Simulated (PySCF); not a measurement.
Shieldings and the share of exact exchange

Molecule: `CS[Si@H](C)C#N`, C3H7NSSi.

Bonds (- single, = double, # triple, : aromatic): C1-S2 1.823 Å, S2-Si3 2.128 Å, Si3-C4 1.861 Å, Si3-C5 1.869 Å, C5#N6 1.160 Å. C1 carries H7, H8, H9; Si3 carries H10; C4 carries H11, H12, H13. Stereochemistry as in CS[Si@H](C)C#N.

GIAO shieldings (ppm, equivalent atoms averaged) in PySCF 2.14 on the PBE0-D3(BJ)/def2-SVP geometry, basis pcSseg-1, gas phase, non-relativistic:

```tsv
functional	exact exchange (%)	σ(S2)	σ(Si3)	σ(N6)
BLYP	0	637.7	350.2	-101.1
BP86	0	659.1	359.9	-96.9
PBE	0	661.3	361.0	-98.3
B3LYP	20	664.5	361.9	-104.9
PBE0	25	692.3	375.3	-102.6
BHandHLYP	50	698.0	380.3	-110.0
HF	100	750.3	414.4	-115.6
```

(1) Fit each shielding as a line in the percentage of exact exchange.

(2) What does the line predict for mPW1PW91 (25 %), and what does the run give?

Results:

(1) σ(S2) = 653.5 + 0.97 x (rms 9.6 ppm); σ(Si3) = 356.1 + 0.56 x (rms 4.6 ppm); σ(N6) = -99.4 − 0.17 x (rms 1.7 ppm). The functionals also differ in their semilocal parts, which the line can't hold; Hartree–Fock has no correlation at all.

(2) σ(S2): 677.8 predicted, 689.0 computed; σ(Si3): 370.1 predicted, 373.8 computed; σ(N6): -103.7 predicted, -103.2 computed ppm.
